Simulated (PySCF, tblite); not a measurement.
Compound: C4H9NOSi2.
Atom-mapped SMILES: `[O:1]=[CH:2][C:3]#[C:4][CH2:5][N:6]([SiH3:7])[SiH3:8]` (hydrogens: H9 on C2; H10, H11 on C5; H12, H13, H14 on Si7; H15, H16, H17 on Si8)

Cartesian coordinates in Å at the GFN2-xTB level; atoms count from 1:
```xyz
17
C4H9NOSi2 angstrom
O      4.4461   -0.9649    0.5548
C      3.5340   -0.3847    0.0271
C      2.1622   -0.4702    0.3992
C      1.0141   -0.5779    0.7557
C     -0.3978   -0.6236    1.0630
N     -1.2079    0.0768    0.0832
Si    -1.3014    1.8038    0.2684
Si    -1.5870   -0.8214   -1.3580
H      3.6938    0.2965   -0.8350
H     -0.7047   -1.6746    1.1154
H     -0.5467   -0.1805    2.0550
H     -2.3723    2.2461   -0.6136
H     -0.0274    2.4545   -0.0595
H     -1.6158    2.0351    1.6822
H     -2.5739   -0.0323   -2.0813
H     -0.3900   -1.0686   -2.1705
H     -2.1324   -2.1021   -0.8960
```

Computed, not measured: CAM-B3LYP/def2-SVPD in PySCF (dipole) on a GFN2-xTB geometry, gas phase.

Take the most abundant isotopes and a rigid rotor. The values belong to one conformer with, in the numbering `[O:1]=[CH:2][C:3]#[C:4][CH2:5][N:6]([SiH3:7])[SiH3:8]`, C4–C5–N6–Si7 -81°.

Question: What are A, B and C (MHz)?

Answer: Ia = 216.80, Ib = 797.09, Ic = 901.64 u·Å²; 505379 MHz·u·Å²/I gives A = 2331, B = 634.0, C = 560.5 MHz.

Question: What kind of rotor is it?

Answer: A near-prolate asymmetric top: κ = (2 × 634.0 − 2331 − 560.5)/(2331 − 560.5) = -0.92.

Question: Is it planar, by Δ = Ic − Ia − Ib?

Answer: Not planar: Δ = Ic − Ia − Ib = -112.25 u·Å². For a rigid frame Δ = −2 Σ m c², so Σ m c² = 56.13 u·Å² lies off the ab plane: 17.17 from hydrogen and 38.96 from heavier atoms. The atom farthest from that plane is 1.95 Å away.

Question: Give the other two planar moments, Paa and Pbb, and the rms extents of the mass along the axes.

Answer: Paa = Σ m a² = (Ib + Ic − Ia)/2 = 740.96 and Pbb = Σ m b² = (Ia + Ic − Ib)/2 = 160.68 u·Å². With the mass M = 143.02 u, the rms extents √(P/M) along a, b and c are 2.28, 1.06, 0.63 Å.

Question: Where do the levels up to J = 4 lie, in MHz?

Answer: Above 0(0,0):
J = 1: 1(0,1) 1195, 1(1,1) 2892, 1(1,0) 2965
J = 2: 2(0,2) 3581, 2(1,2) 5207, 2(1,1) 5428, 2(2,1) 10519, 2(2,0) 10521
J = 3: 3(0,3) 7156, 3(1,3) 8679, 3(1,2) 9120, 3(2,2) 14102, 3(2,1) 14114, 3(3,1) 22773, 3(3,0) 22773
J = 4: 4(0,4) 11911, 4(1,4) 13306, 4(1,3) 14040, 4(2,3) 18879, 4(2,2) 18914, 4(3,2) 27555, 4(3,1) 27556, 4(4,1) 39687, 4(4,0) 39687

Question: Predict some low-J microwave lines.

Answer: The dipole components are |μa| = 3.55 D, |μb| = 0.22 D, |μc| = 0.33 D. Intensities carry the squares of the components, which stand as 1.00 : 0.00 : 0.01 (a : b : c). Some lines, for components of 0.1 D or more:

```json
{"type": "a", "branch": "R", "J(Ka,Kc)": "1(0,1) ← 0(0,0)", "MHz": "1195", "lower level (cm⁻¹)": "0.000"}
{"type": "c", "branch": "Q", "J(Ka,Kc)": "2(1,2) ← 2(0,2)", "MHz": "1626", "lower level (cm⁻¹)": "0.119"}
{"type": "c", "branch": "Q", "J(Ka,Kc)": "1(1,1) ← 1(0,1)", "MHz": "1697", "lower level (cm⁻¹)": "0.040"}
{"type": "b", "branch": "Q", "J(Ka,Kc)": "1(1,0) ← 1(0,1)", "MHz": "1771", "lower level (cm⁻¹)": "0.040"}
{"type": "b", "branch": "Q", "J(Ka,Kc)": "2(1,1) ← 2(0,2)", "MHz": "1846", "lower level (cm⁻¹)": "0.119"}
{"type": "a", "branch": "R", "J(Ka,Kc)": "2(1,2) ← 1(1,1)", "MHz": "2316", "lower level (cm⁻¹)": "0.096"}
{"type": "a", "branch": "R", "J(Ka,Kc)": "2(1,1) ← 1(1,0)", "MHz": "2463", "lower level (cm⁻¹)": "0.099"}
{"type": "b", "branch": "R", "J(Ka,Kc)": "1(1,1) ← 0(0,0)", "MHz": "2892", "lower level (cm⁻¹)": "0.000"}
{"type": "c", "branch": "R", "J(Ka,Kc)": "1(1,0) ← 0(0,0)", "MHz": "2965", "lower level (cm⁻¹)": "0.000"}
{"type": "b", "branch": "R", "J(Ka,Kc)": "2(1,2) ← 1(0,1)", "MHz": "4013", "lower level (cm⁻¹)": "0.040"}
{"type": "c", "branch": "R", "J(Ka,Kc)": "2(1,1) ← 1(0,1)", "MHz": "4233", "lower level (cm⁻¹)": "0.040"}
{"type": "b", "branch": "Q", "J(Ka,Kc)": "2(2,0) ← 2(1,1)", "MHz": "5093", "lower level (cm⁻¹)": "0.181"}
{"type": "c", "branch": "R", "J(Ka,Kc)": "2(2,0) ← 1(1,0)", "MHz": "7556", "lower level (cm⁻¹)": "0.099"}
```

Its GFN2-xTB frequencies are all real (lowest 30 cm⁻¹). Constants of a rigid frame at the computed geometry: no zero-point averaging, no centrifugal distortion. A rigid rotor knows nothing of internal rotation, which can split or shift real lines. Quadrupole hyperfine structure (14N) is left out.
